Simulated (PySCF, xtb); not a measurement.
C5H12Si, SMILES [C@H]1(C)[C@@](C)(C1)[SiH3].

GFN2-xTB run with xtb at its own geometry gives an orbital gap of 5.55 eV and a dipole moment of 0.46 D.

The structure is a stationary point at PBE-D3(BJ)/def2-SVP. The structure was generated by enumeration; whether it is a known compound was not checked.

### Question
What does PBE0/def2-TZVP (PySCF) give? (The exact figures need the calculation; the answer reports its results.)

### Answer
gap 8.33 eV (levels -7.60 and 0.73 eV), dipole 1.02 D.
